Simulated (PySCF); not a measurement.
Work out the structure from these simulated measurements.

Formula: C2H13NSSi4.

* 1H NMR: chemical shifts (computed TMS as zero) by class: 5.30 (1 H), 5.03 (1 H), 4.99 (1 H), 3.71 (3 H), 3.31 (1 H), 2.81 (3 H), 2.77 (1 H), 2.28 (1 H), -0.15 (1 H) ppm [GIAO PBE0/pcSseg-1]
* Dipole: 2.01 D [PBE0/pcSseg-1]
* Rotational structure: rotational constants A, B, C: 0.936, 0.698, 0.476 GHz [GFN2-xTB]
* NMR, other nuclei: isotropic shieldings of nuclei other than C and H, by class: 248 (1 N), 358 (1 Si), 381 (1 Si), 465 (1 Si), 490 (1 Si), 752 (1 S) ppm [GIAO PBE0/pcSseg-1]
* 13C NMR: chemical shifts (computed TMS as zero) by class: 51.5 (1 C), 45.4 (1 C) ppm [GIAO PBE0/pcSseg-1]

Electronic properties: PySCF, gas phase, density fitting. Levels stand in brackets. Geometry: GFN2-xTB, one conformer, isolated molecule. GFN2-xTB frequencies show an imaginary mode (22i cm⁻¹), so this geometry is no minimum at that level. NMR classes are plain means over equivalent atoms (diastereotopic ones count apart unless rotation or inversion swaps them), as if these changed places fast.

Question: Propose a structure and show how it fits.

Answer: Numbering: `[CH3:1][N:2]1[CH2:3][Si@@H:4]([SH:5])[Si@@H:6]([SiH3:7])[SiH2:8]1`. Its formula, C2H13NSSi4, gives 1 degree of unsaturation: 1 ring and 0 π bonds in the structure found. 2 carbons fall into 2 classes; from least to most shielded: ring sp3 carbon bound to nitrogen [C3] (51.5 ppm), N-methyl carbon [C1] (45.4 ppm). Hydrogen classes from least to most shielded: 1 H on an SiH silicon, Si4 (5.30 ppm), 1 H on an SiH2 silicon, Si8 (5.03 ppm), 1 H on an SiH2 silicon, Si8 (4.99 ppm), 3 H on an SiH3 silicon, Si7 (3.71 ppm), 1 H on an SiH silicon, Si6 (3.31 ppm), 3 H on an N-methyl carbon, C1 (2.81 ppm), 1 H on an sp3 carbon bound to nitrogen, C3 (2.77 ppm), 1 H on an sp3 carbon bound to nitrogen, C3 (2.28 ppm), 1 H on a sulfur bonded to Si and H, S5 (-0.15 ppm). The other shieldings belong to: 248 ppm, silicon-bound nitrogen [N2]; 358 ppm, SiH silicon [Si4]; 381 ppm, SiH2 silicon [Si8]; 465 ppm, SiH3 silicon [Si7]; 490 ppm, SiH silicon [Si6]; 752 ppm, sulfur bonded to Si and H [S5]. The optimised geometry has point group C1 and is an asymmetric top. Structure: `CN1C[Si@@H](S)[Si@@H]([SiH3])[SiH2]1`. Computed isomers that give other values at the same levels: `[SiH3]C[SiH2]N1[SiH2]CS[SiH2]1` (13C chemical shifts (computed TMS as zero) by class: 12.8 (1 C), -5.6 (1 C) ppm); `CN1C[Si@@H](S)[Si@H]([SiH3])[SiH2]1` (rotational constant A: 0.866 GHz; this holds for the one conformer computed); `[SiH3]N([SiH3])[Si@H]1CC[SiH2]S1` (13C chemical shifts (computed TMS as zero) by class: 14.7 (1 C), 10.0 (1 C) ppm). The assignments are read from this structure; whether some other isomer fits the data as well wasn't checked. The mirror image fits equally.
